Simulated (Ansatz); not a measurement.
Relative stability

Two relaxed structures of Al$_{2}$H$_{3}$Br, singlet (PBE0-D4/def2-TZVP; forces vanish, vibrations not checked).

A:

| atom | x (Å) | y (Å) | z (Å) |
| --- | --- | --- | --- |
| Al1 | -1.0420 | 0.4604 | -0.8446 |
| Al2 | 1.1614 | 0.2308 | 0.3158 |
| Br3 | -0.7792 | 0.4374 | 1.7937 |
| H4 | -1.8201 | -0.8651 | -1.2269 |
| H5 | -1.5276 | 1.9175 | -1.2318 |
| H6 | 2.4937 | 0.0919 | 1.1690 |

B:

| atom | x (Å) | y (Å) | z (Å) |
| --- | --- | --- | --- |
| Al1 | -1.0255 | 0.4537 | -0.7911 |
| Al2 | 1.0240 | -0.1727 | 0.6818 |
| Br3 | 1.0663 | -2.2857 | 1.5263 |
| H4 | -2.1765 | -0.6061 | -1.0709 |
| H5 | -1.1676 | 1.9022 | -1.4369 |
| H6 | 2.2793 | 0.7085 | 1.0908 |

Ansatz 0.2.0; basis: def2-TZVPP; cores frozen in the correlated methods. Filled d shells of the heavier atoms are correlated. The def2 sets are not built for correlating such inner shells, so the correlated values are less sure here. B3LYP uses VWN-RPA correlation.

Q: Which structure is lower at CCSD(T), and by how much? (To be estimated.)

A: Computed: B, by 0.102 eV (electronic energy, against the other). By their contacts, A is Al₂H₃Br ([AlH]1[AlH2][Br]1) and B is Al₂H₃Br ([AlH2][AlH][Br]).

Q: Do the other methods give the same order? (Judge from chemistry; the calculation decides.)

A: By the calculation: Not all: PBE-D4, r2SCAN-D4, wB97M-V give the other order.

```csv
method,E(B) − E(A) (eV)
PBE-D4,0.056
r2SCAN-D4,0.014
PBE0-D4,-0.008
B3LYP-D4,-0.084
wB97M-V,0.006
HF,-0.350
MP2,-0.087
CCSD,-0.147
CCSD(T),-0.102
```

No T1 diagnostic of these runs exceeds 0.010.

Labels in which every atom is bracketed show which atoms are joined, not bond orders.

For scale, one of the runs: CCSD(T)/def2-TZVPP, 174 basis functions, launched by `ansatz run in.yaml --threads 2 --pin off --events-out ev --progress --plain --max-ram 4352MiB`. Hardware: 2 CPU threads of an Arm Neoverse V1, shared host. Wall time 48 s; peak host memory 1.4 GiB.
